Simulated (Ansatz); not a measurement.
Reaction (cleavage of the Si–B bond): `ClB[SiH]1C[SiH2]1` + H₂Se → `[SeH][SiH]1C[SiH2]1` + `BCl`

Program: Ansatz. Geometries: PBE0-D4/def2-TZVP. ΔE: electronic, gas phase. CBS: MP2 limit from def2 TZ/QZ plus the TZ coupled-cluster correction, frozen cores. This one scheme is used for every species. DFT in def2-TZVPP. For Se outer-core shells are correlated without core-valence functions, which leaves a few kJ/mol of doubt a bond. Scalar relativity is left out up to krypton. Each species was taken in one conformer, which may not be the lowest.

`ClB[SiH]1C[SiH2]1`:

Z-matrix (Å, degrees):
```
Si
B 1 1.961
Si 1 2.284 2 108.2
C 1 1.906 2 116.9 3 56.2
H 1 1.482 2 122.8 3 -144.1
Cl 2 1.751 1 118.7 3 -51.2
H 2 1.193 1 124.4 3 123.9
H 3 1.479 1 120.4 2 6.9
H 3 1.481 1 121.0 2 -148.3
H 4 1.088 1 115.7 2 155.3
H 4 1.087 1 115.2 2 21.6
```

H₂Se:

```xyz
3

Se   -0.451   -0.430    0.284
H    -0.563    0.787   -0.529
H     1.014   -0.357    0.245
```

`[SeH][SiH]1C[SiH2]1`:

Cartesian coordinates in Å:
```
Se -1.772 -1.695 -1.113
Si -0.301 0.016 -0.909
C 0.989 -0.106 0.472
Si -0.298 1.183 1.009
H -0.800 -2.596 -1.754
H 0.186 0.574 -2.193
H 1.988 0.260 0.241
H 1.023 -1.033 1.039
H -1.177 0.808 2.140
H 0.163 2.589 1.067
```

`BCl`:

Cartesian coordinates in Å:
```
B -0.121 -0.050 0.079
Cl 1.250 0.521 -0.815
H -1.107 -0.332 -0.525
H -0.022 -0.139 1.262
```

```
              species  r2SCAN-D4 energy (Eh)
  `ClB[SiH]1C[SiH2]1`            -1105.67360
                 H₂Se            -2402.73617
`[SeH][SiH]1C[SiH2]1`            -3022.19311
                `BCl`             -486.23572
```

Question: Work out ΔE.

Answer: ΔE = (-3022.19311) + (-486.23572) − (-1105.67360) − (-2402.73617) = -0.01906 Eh = -50.0 kJ/mol. CCSD(T)/CBS gives -60.1 kJ/mol.

Largest T1 diagnostic among the species: 0.015.

In def2-TZVPP, CCSD(T) changes the Hartree–Fock value by +24.3 kJ/mol (the triples alone add +4.0 kJ/mol) and MP2 by +16.4 kJ/mol. From PBE to PBE0 (25 % exact exchange), in def2-TZVPP and without D4, ΔE moves by −8.6 kJ/mol.
